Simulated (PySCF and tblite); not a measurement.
Values are calculated unless marked as measured or tabulated.
2 diastereomers of C₄H₉FGeO, numbered alike:

| isomer | SMILES | descriptors (one enantiomer) |
| --- | --- | --- |
| A | [F:1][C@H:2]1[CH2:3][CH2:4][C@H:5]([GeH3:6])[O:7]1 | 2S, 5S |
| B | [F:1][C@@H:2]1[CH2:3][CH2:4][C@H:5]([GeH3:6])[O:7]1 | 2R, 5S |

Protocol: conformer search, at most 4 conformers an isomer, GFN2-xTB geometries, energies PBE0/pcSseg-1 (IEF-PCM, water) (D3(BJ) added where defined), GIAO shieldings PBE0/pcSseg-1 (IEF-PCM, water), weights at 298.15 K with GFN2-xTB thermal terms. Programs: PySCF with density fitting and tblite.

(1) What shifts does each isomer give (ppm; of two unlike H on one atom, a is the less shielded)?

Spin–orbit effects of the heavy atoms on shieldings are missing. Unscaled ¹⁹F shifts at such levels can be off by tens of ppm; differences between conformers or isomers are more reliable. Shifts are unscaled: against experiment ¹³C can be off by 15 ppm or more and ¹H by 0.8 ppm.

Answers

(1) 
A: ¹H (against TMS): 6.22 (H2, 1H), 4.94 (H5, 1H), 2.60 (H4a, 1H), 2.34 (H3a, 1H), 2.20 (H3b, 1H), 2.07 (H4b, 1H). ¹³C (against TMS): 119.0 (C2), 77.1 (C5), 38.1 (C3), 29.1 (C4). ¹⁹F (against CFCl3): -142.1 (F1).

B: ¹H (against TMS): 6.41 (H2, 1H), 4.90 (H5, 1H), 2.50 (H3a, 1H), 2.42 (H3b, 1H), 2.28 (H4a, 1H), 2.16 (H4b, 1H). ¹³C (against TMS): 121.5 (C2), 76.6 (C5), 38.1 (C3), 31.0 (C4). ¹⁹F (against CFCl3): -123.8 (F1). H not on carbon is left out.
